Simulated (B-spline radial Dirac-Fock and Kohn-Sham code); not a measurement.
## The H-like isoelectronic sequence (1 electrons), Z = 49 to 60

Calculated with a radial B-spline solver, using Dirac-Fock ΔSCF + Breit + QED. Binding energies in eV, tabulated ground configurations (1s1 throughout). Correlation energy is missing from these numbers.

```
  ion  outermost level  NIST ionisation energy
In⁴⁸⁺     33750.5 (1s)          33750.4 ± 0.01
Sn⁴⁹⁺     35192.6 (1s)         35192.5 ± 0.011
Sb⁵⁰⁺                ?                       ?
Te⁵¹⁺     38177.8 (1s)        38177.74 ± 0.015
 I⁵²⁺     39721.6 (1s)        39721.55 ± 0.017
Xe⁵³⁺     41299.9 (1s)        41299.89 ± 0.019
Cs⁵⁴⁺     42913.2 (1s)         42913.14 ± 0.02
Ba⁵⁵⁺     44561.7 (1s)        44561.63 ± 0.024
La⁵⁶⁺     46245.8 (1s)         46245.77 ± 0.03
Ce⁵⁷⁺     47965.9 (1s)         47965.89 ± 0.03
Pr⁵⁸⁺     49722.5 (1s)         49722.44 ± 0.04
Nd⁵⁹⁺     51515.8 (1s)         51515.78 ± 0.04
```

Task: Fill in the row of Sb⁵⁰⁺.

Result: outermost 36668.3 (1s), NIST 36668.18 ± 0.012 eV.

NIST's values are for the lowest levels; a dash marks a value that is missing or belongs to another shell. Their kind here: theoretical.
